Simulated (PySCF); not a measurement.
# Pd+: excitation energy

Pd+ [Kr] 4d9 (2D) → Pd+ [Kr] 4d8 5s1 (4F), as a difference of total energies. Computed with PySCF 2.14 in aug-cc-pVTZ-DK, with scalar relativity by spin-free X2C-1e. Correlated levels: valence: [Kr] frozen. The calculations carry no spin-orbit coupling.

```
           method  excitation energy (eV)
              UHF                   2.350
    MP2 (valence)                   3.343
SCS-MP2 (valence)                   3.468
   CCSD (valence)                   3.113
CCSD(T) (valence)                   3.171
```

How much does correlation contribute at CCSD(T) (valence)?

3.171 − (2.350) = 0.821 eV, measured against UHF.

Errors of the correlated levels include the incompleteness of this basis and the frozen core.

For comparison: 3.194 eV (measured; NIST levels, between the centres of gravity of the two terms).
